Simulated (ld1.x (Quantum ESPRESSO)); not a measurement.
## An all-electron radial function and its pseudo partner (Ta (Z = 73))

Columns: radius, all-electron u(r) and pseudo u(r) of the 6p shell (level -6.61 eV) of tantalum in the configuration [Kr] 4d10 4f14 5s2 5p6 5d3 6s1 6p0; PBE, scalar-relativistic, PAW scheme, ld1.x (Quantum ESPRESSO) 7.5.

| r (bohr) | all-electron | pseudo |
| --- | --- | --- |
| 0.150 | -0.1000 | -0.0016 |
| 0.300 | 0.1022 | -0.0058 |
| 0.450 | 0.1206 | -0.0115 |
| 0.600 | -0.0309 | -0.0169 |
| 0.750 | -0.1719 | -0.0195 |
| 0.900 | -0.2434 | -0.0171 |
| 1.050 | -0.2482 | -0.0076 |
| 1.200 | -0.2053 | 0.0108 |
| 1.350 | -0.1337 | 0.0390 |
| 1.500 | -0.0479 | 0.0767 |
| 1.650 | 0.0418 | 0.1233 |
| 1.800 | 0.1293 | 0.1767 |
| 1.950 | 0.2106 | 0.2344 |
| 2.100 | 0.2838 | 0.2934 |
| 2.250 | 0.3480 | 0.3506 |
| 2.400 | 0.4028 | 0.4031 |
| 2.550 | 0.4485 | 0.4485 |
| 2.700 | 0.4854 | 0.4854 |
| 2.850 | 0.5143 | 0.5143 |
| 3.000 | 0.5355 | 0.5355 |
| 3.150 | 0.5500 | 0.5500 |
| 3.300 | 0.5583 | 0.5583 |
| 3.450 | 0.5613 | 0.5613 |
| 3.600 | 0.5597 | 0.5597 |
| 3.750 | 0.5543 | 0.5543 |
| 3.900 | 0.5454 | 0.5454 |

Question: How many radial nodes do the two functions have?

Answer: The all-electron 6p function has n − l − 1 = 4 (the table is too coarse to show those close to the nucleus); the pseudo-wave has 1, since 1 lower shell of the same l stays in the valence.

Question: At about which radius was the pseudo-wave matched?

Answer: 2.55 bohr, where the columns begin to agree (steps of 0.15 bohr).

Question: Is the pseudo-wave norm-conserving?

Answer: No, it belongs to a PAW set: the norm inside the radius is not constrained, and the difference is carried by the augmentation charge.
